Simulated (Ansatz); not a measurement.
System: sum formula YOCl (charge +1, doublet). The spin state was set by rule; other spins were not relaxed. 
Geometry from a B3LYP-D3(BJ)/def2-TZVP (Ansatz, a first-principles code) optimisation:
```
Y
O 1 1.9955
Cl 1 2.3581 2 105.03
```
Charge +1, spin multiplicity 2.

Basis-set convergence of Hartree-Fock and CCSD(T) correlation energies (hartree) with Ansatz. Valence correlation only, unless marked. Open shells are spin-unrestricted. Spin-orbit coupling is left out. The frozen core is the preceding noble-gas configuration, with the filled d and f shells of earlier blocks. In def2 rows, elements after Kr have scalar-relativistic effective core potentials.

```json
[
 {"basis": "def2-SVPD", "functions": "84", "E(HF)": "-571.89295", "E(corr, CCSD(T))": "-0.36697"},
 {"basis": "def2-TZVPPD", "functions": "147", "E(HF)": "___", "E(corr, CCSD(T))": "___"}
]
```

Problem. Complete the blanks.

Solution. 
- def2-TZVPPD, E(HF): -572.14528
- def2-TZVPPD, E(corr, CCSD(T)): -0.46590
